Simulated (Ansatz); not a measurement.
Born–Oppenheimer molecular dynamics of AlFH5NO (9 atoms, charge 0, multiplicity 1). It starts at the highest image of a converged band, a first-order saddle point between two minima.

Method: RKS PBE0/6-31G* in Ansatz.

```
ensemble                      : NVE (velocity Verlet)
time step                     : 0.5 fs
steps asked                   : 200
starting velocities drawn for : 300 K
seed                          : 7562
```

Frames 5 fs apart, positions in Å, forces in eV/Å.

Velocities at 5 fs (Å/ps):

```
Al 2.12 3.08 1.21
H -1.02 -3.43 -14.45
O -4.48 -2.21 -4.24
H -7.89 -16.34 20.38
F 2.96 -1.79 -0.68
N -3.51 -0.70 4.69
H 10.90 13.02 -6.33
H 5.34 -14.49 -14.67
H 0.03 17.45 -2.19
```

```xyz
9
Properties=species:S:1:pos:R:3:forces:R:3 time_fs=5 energy_less_start_eV=0.070 T=223
Al 0.124 0.401 -0.051 -0.73 -1.11 -0.52
H -0.282 -0.137 1.597 0.12 0.23 -0.10
O 1.658 -0.133 -0.515 0.61 -0.33 -0.27
H 1.777 -1.028 -0.865 -0.03 0.34 0.10
F -1.221 0.000 -0.955 0.19 0.26 0.07
N 0.078 2.029 0.855 0.65 0.73 -0.27
H 0.944 2.581 0.943 -0.39 -0.51 0.20
H -0.673 2.673 0.627 -0.25 -0.10 0.26
H -0.153 0.951 1.593 -0.16 0.49 0.53
9
Properties=species:S:1:pos:R:3:forces:R:3 time_fs=10 energy_less_start_eV=-0.052 T=359
Al 0.131 0.410 -0.047 -1.07 -2.19 -0.06
H -0.276 -0.140 1.524 0.02 -0.27 0.09
O 1.641 -0.146 -0.539 0.90 0.46 -0.24
H 1.735 -1.072 -0.754 0.06 -0.30 -0.11
F -1.205 -0.007 -0.958 0.08 0.51 -0.14
N 0.071 2.031 0.877 -1.06 0.13 -0.30
H 0.913 2.566 0.940 0.70 0.42 0.48
H -0.712 2.625 0.582 0.17 -0.15 0.54
H -0.163 1.127 1.621 0.20 1.40 -0.25
9
Properties=species:S:1:pos:R:3:forces:R:3 time_fs=15 energy_less_start_eV=-0.450 T=799
Al 0.129 0.400 -0.043 -0.82 -3.07 1.02
H -0.260 -0.202 1.458 0.05 -0.44 -0.07
O 1.638 -0.156 -0.567 1.05 0.01 -0.56
H 1.698 -1.121 -0.650 -0.02 0.46 0.04
F -1.188 -0.008 -0.964 -0.34 0.69 -0.65
N 0.058 2.043 0.891 1.94 2.95 -2.35
H 0.938 2.584 1.030 -1.04 -0.13 -0.24
H -0.751 2.584 0.641 -0.22 0.92 -0.12
H -0.155 1.548 1.688 -0.60 -1.39 2.93
9
Properties=species:S:1:pos:R:3:forces:R:3 time_fs=20 energy_less_start_eV=-0.478 T=830
Al 0.119 0.362 -0.031 -0.09 -2.39 1.57
H -0.233 -0.366 1.384 0.07 -0.09 0.13
O 1.650 -0.163 -0.603 0.50 0.74 -0.37
H 1.664 -1.123 -0.542 0.12 -0.11 0.01
F -1.176 0.001 -0.977 -0.70 0.71 -0.89
N 0.055 2.087 0.896 -2.36 0.84 3.93
H 0.864 2.648 1.072 0.94 0.90 -0.78
H -0.772 2.691 0.693 0.99 -0.17 -0.40
H -0.179 1.872 1.977 0.53 -0.42 -3.19
9
Properties=species:S:1:pos:R:3:forces:R:3 time_fs=25 energy_less_start_eV=-0.719 T=1096
Al 0.109 0.304 -0.005 0.44 -1.50 1.11
H -0.191 -0.550 1.338 0.06 0.26 0.18
O 1.669 -0.160 -0.644 -0.26 0.45 0.11
H 1.658 -1.110 -0.438 0.29 0.20 -0.10
F -1.172 0.018 -1.001 -0.60 0.73 -0.66
N 0.035 2.152 0.944 2.30 2.48 -3.98
H 0.868 2.806 0.929 -0.55 -1.40 -0.19
H -0.664 2.813 0.638 -0.89 -0.06 -0.53
H -0.142 2.057 1.868 -0.79 -1.15 4.07
9
Properties=species:S:1:pos:R:3:forces:R:3 time_fs=30 energy_less_start_eV=-0.739 T=1119
Al 0.102 0.233 0.031 0.36 -0.65 0.10
H -0.135 -0.680 1.335 0.00 0.30 0.19
O 1.684 -0.151 -0.683 -0.87 0.39 0.62
H 1.722 -1.066 -0.352 0.43 0.16 -0.21
F -1.175 0.044 -1.033 -0.04 0.69 0.05
N 0.029 2.248 0.968 -1.78 -1.01 0.60
H 0.863 2.755 0.750 1.23 0.11 0.70
H -0.675 2.869 0.511 0.00 -0.90 0.98
H -0.167 2.070 2.042 0.68 0.91 -3.03
9
Properties=species:S:1:pos:R:3:forces:R:3 time_fs=35 energy_less_start_eV=-0.770 T=1149
Al 0.098 0.155 0.067 0.08 -0.18 -1.08
H -0.080 -0.740 1.375 -0.09 0.23 0.18
O 1.687 -0.134 -0.714 -1.14 0.48 0.88
H 1.884 -0.995 -0.312 0.37 0.03 -0.16
F -1.179 0.079 -1.065 0.61 0.53 0.87
N 0.015 2.335 0.978 2.25 -2.13 -3.30
H 0.973 2.647 0.731 -1.18 0.25 0.28
H -0.743 2.791 0.534 -0.56 0.95 -0.45
H -0.107 2.201 1.922 -0.34 -0.16 2.78
9
Properties=species:S:1:pos:R:3:forces:R:3 time_fs=40 energy_less_start_eV=-0.656 T=1025
Al 0.095 0.076 0.093 -0.07 0.33 -1.58
H -0.046 -0.745 1.455 -0.17 0.17 0.01
O 1.674 -0.113 -0.731 -0.73 -0.17 1.13
H 2.123 -0.882 -0.321 -0.21 0.62 -0.33
F -1.175 0.120 -1.085 1.01 0.23 1.42
N 0.016 2.386 0.958 -1.53 -2.45 2.25
H 0.964 2.632 0.753 0.18 1.05 -0.70
H -0.820 2.838 0.541 1.48 0.12 0.13
H -0.082 2.345 2.029 0.05 0.09 -2.32
9
Properties=species:S:1:pos:R:3:forces:R:3 time_fs=45 energy_less_start_eV=-0.878 T=1266
Al 0.092 -0.001 0.107 -0.08 0.85 -1.51
H -0.051 -0.710 1.537 -0.20 0.11 -0.21
O 1.648 -0.091 -0.732 -0.83 0.22 0.57
H 2.334 -0.669 -0.384 -0.11 0.05 0.10
F -1.159 0.165 -1.088 1.08 -0.10 1.55
N 0.009 2.396 0.952 1.28 -1.00 -0.79
H 0.907 2.806 0.658 -0.35 -0.30 0.21
H -0.690 2.968 0.522 -0.76 0.28 -0.39
H -0.066 2.521 1.948 -0.04 -0.10 0.47
9
Properties=species:S:1:pos:R:3:forces:R:3 time_fs=50 energy_less_start_eV=-0.583 T=943
Al 0.087 -0.069 0.107 -0.06 1.42 -1.14
H -0.103 -0.652 1.575 -0.17 -0.09 -0.17
O 1.613 -0.069 -0.724 0.16 -0.17 0.36
H 2.479 -0.409 -0.447 -0.75 0.17 0.04
F -1.129 0.208 -1.072 0.75 -0.36 1.25
N 0.013 2.394 0.930 -0.32 2.08 -0.25
H 0.818 2.943 0.590 0.67 -0.99 0.52
H -0.645 3.078 0.475 -0.42 -1.47 0.57
H -0.060 2.645 1.950 0.14 -0.58 -1.19
9
Properties=species:S:1:pos:R:3:forces:R:3 time_fs=55 energy_less_start_eV=-0.700 T=1070
Al 0.083 -0.126 0.097 -0.06 1.76 -0.22
H -0.196 -0.615 1.573 -0.08 -0.30 -0.08
O 1.577 -0.048 -0.711 0.26 -0.11 -0.15
H 2.502 -0.124 -0.484 -0.12 -0.13 0.24
F -1.091 0.247 -1.040 -0.05 -0.39 0.49
N 0.017 2.413 0.896 0.41 -0.13 1.28
H 0.870 2.883 0.611 0.17 -0.08 -0.49
H -0.738 2.940 0.491 -0.45 0.08 -0.63
H -0.036 2.691 1.893 -0.07 -0.69 -0.44
9
Properties=species:S:1:pos:R:3:forces:R:3 time_fs=60 energy_less_start_eV=-0.493 T=842
Al 0.077 -0.166 0.085 0.00 1.62 1.11
H -0.307 -0.648 1.547 0.07 -0.36 -0.16
O 1.547 -0.028 -0.700 1.14 -0.17 -0.39
H 2.462 0.129 -0.473 -0.12 -0.19 0.19
F -1.053 0.281 -1.003 -1.14 -0.14 -0.54
N 0.024 2.432 0.867 0.11 -0.96 0.37
H 0.941 2.776 0.543 -1.25 0.18 -0.36
H -0.847 2.763 0.419 1.29 0.11 -0.08
H -0.032 2.632 1.864 -0.09 -0.08 -0.15
```

Of the whole run (100 fs, mean temperature of the second half 813 K): The conserved energy stayed within 0.41 meV per atom of its start (net change -0.1 meV per atom), so the integration is sound. The kinetic energy rose, since the run started high on the potential surface and went downhill. A run of 0.1 ps of so small a system gives no equilibrium averages. The orbitals stay closed-shell, which can raise the energy where a bond breaks towards radicals; this wasn't checked here.

The run took 8.8 min on 1 thread of Arm Neoverse V1 (shared host), peak memory 0.15 GiB.
